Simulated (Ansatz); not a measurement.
Two structures of Si$_{4}$H$_{10}$ClF, closed shell, reached by relaxing down either side of one saddle point (PBE0-D4/def2-TZVP). Energies are electronic, without zero-point energy. Program: Ansatz 0.2.0. Basis: def2-TZVPP and def2-QZVPP. Cores are frozen in the correlated methods. Extrapolation: Hartree–Fock as exp(−7.88 √X), correlation as X^−2.97. First:

| atom | x (Å) | y (Å) | z (Å) |
| --- | --- | --- | --- |
| Si1 | 0.5024 | 0.7821 | 0.0176 |
| Si2 | 1.8932 | -1.0704 | -0.3836 |
| Si3 | -1.0203 | 1.0680 | -1.7574 |
| Si4 | -0.4744 | 0.6307 | 2.1562 |
| F5 | 1.4711 | 2.0843 | 0.0279 |
| H6 | -0.8983 | -2.3803 | -0.1427 |
| Cl7 | -2.0484 | -1.8529 | 0.0782 |
| H8 | 2.9100 | -1.2349 | 0.6889 |
| H9 | 2.5794 | -0.9661 | -1.6988 |
| H10 | 1.0680 | -2.3169 | -0.4097 |
| H11 | -1.0535 | -0.1432 | -2.6191 |
| H12 | -0.5452 | 2.2189 | -2.5732 |
| H13 | -2.3925 | 1.3534 | -1.2644 |
| H14 | 0.2378 | 1.5918 | 3.0421 |
| H15 | -1.9197 | 0.9741 | 2.1264 |
| H16 | -0.3096 | -0.7386 | 2.7116 |

Second:

```
16
angstrom
Si -0.7882 0.4169 0.1439
Si 2.6439 -2.4808 -0.6296
Si -1.6248 1.7181 -1.6177
Si -1.0597 1.2602 2.3145
F 0.7757 0.1513 -0.1118
H 1.2475 -2.9627 -0.4913
Cl -1.7308 -1.4131 0.0665
H 3.0659 -1.7934 0.6160
H 2.7445 -1.5489 -1.7800
H 3.5388 -3.6440 -0.8682
H -1.4191 1.0096 -2.9071
H -0.9331 3.0340 -1.6473
H -3.0769 1.9333 -1.3846
H -0.3449 2.5574 2.4460
H -2.5117 1.4752 2.5485
H -0.5269 0.2868 3.3021
```

Problem. Which bonds change from the first to the second?

Solution. Si₄H₉F ([F][Si]([SiH3])([SiH3])[SiH3]) + HCl → Si₃H₆ClF ([F][Si]([SiH3])([SiH3])[Cl]) + SiH₄; bonds formed: Si1–Cl7, Si2–H6; bonds broken: Si1–Si2, H6–Cl7.

Problem. Give the saddle point's structure and its height above each. (To be estimated.)

Solution. By the calculation: 1.184 eV above the first and 2.222 eV above the second (CCSD(T) at an estimated basis limit (MP2 extrapolated from triple and quadruple zeta, plus CCSD(T) − MP2 in triple zeta)).
```xyz
16
angstrom
Si 0.1191 0.5331 0.0432
Si 1.7465 -1.4377 -0.4039
Si -1.1501 1.0748 -1.8383
Si -0.5778 0.6141 2.2683
F 1.5237 1.3586 -0.0600
H 0.0355 -1.2032 -0.1399
Cl -1.6624 -1.4540 0.0684
H 2.6280 -1.1827 0.7560
H 2.2903 -0.9086 -1.6743
H 1.4045 -2.8750 -0.5188
H -1.0435 -0.0333 -2.8189
H -0.6169 2.3229 -2.4519
H -2.5543 1.2843 -1.4139
H 0.1431 1.7112 2.9722
H -2.0364 0.8742 2.2944
H -0.2493 -0.6786 2.9174
```

The T1 diagnostic stays at or below 0.015. The end structure is not quite a true minimum (one mode of 26i cm⁻¹).

Labels in which every atom is bracketed show which atoms are joined, not bond orders.

For scale, one of the runs: CCSD(T)/def2-TZVPP, 381 basis functions, launched by `ansatz run in.yaml --threads 4 --pin off --events-out ev --progress --plain --max-ram 66560MiB --backend cuda --devices 0, --max-vram 37GiB`. Time: 15 s of wall clock on 4 CPU threads of an AMD EPYC 7R13 and a share of one NVIDIA H100; the host was shared. Peak host memory: 0.92 GiB.
